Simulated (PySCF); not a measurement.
BP86 on Te (tellurium, neutral), [Kr] 4d10 5s2 5p3 5d1, high-spin 5D determinant (an excited configuration). All numbers are calculated (PySCF 2.14, scalar relativity by spin-free X2C-1e, in aug-cc-pVTZ-DK3 (8s7p5d2f, 68 functions)).

```
cycle= 1 E= -6793.98373106326  delta_E= -0.009  |g|= 0.0201  |ddm|= 0.533
cycle= 2 E= -6793.98387965932  delta_E= -0.000149  |g|= 0.005  |ddm|= 0.082
cycle= 3 E= -6793.98390048325  delta_E= -2.08e-05  |g|= 0.00292  |ddm|= 0.0212
cycle= 4 E= -6793.9839033985  delta_E= -2.92e-06  |g|= 0.000135  |ddm|= 0.00427
cycle= 5 E= -6793.98390340635  delta_E= -7.85e-09  |g|= 6.54e-06  |ddm|= 0.000446
cycle= 6 E= -6793.98390340637  delta_E= -2.64e-11  |g|= 6.03e-07  |ddm|= 2.25e-05
converged SCF energy = -6793.98390340637  <S^2> = 6.000675  2S+1 = 5.00027
```

Highest occupied orbital energy: 0.008 eV; ⟨L²⟩ = 6.01; populations by l: s 10.00, p 21.00, d 21.00, f 0.00.

**Question.** Can this result be used?

**Answer.** Not for this state. The calculation finished and met its thresholds. The outer electron is Rydberg-like, and this basis confines it to a smaller radius and binds it less than a complete one would. At BP86 the highest occupied level has a positive energy, so only the finite basis holds that electron; for this excited configuration the basis is too tight for the outer shell.
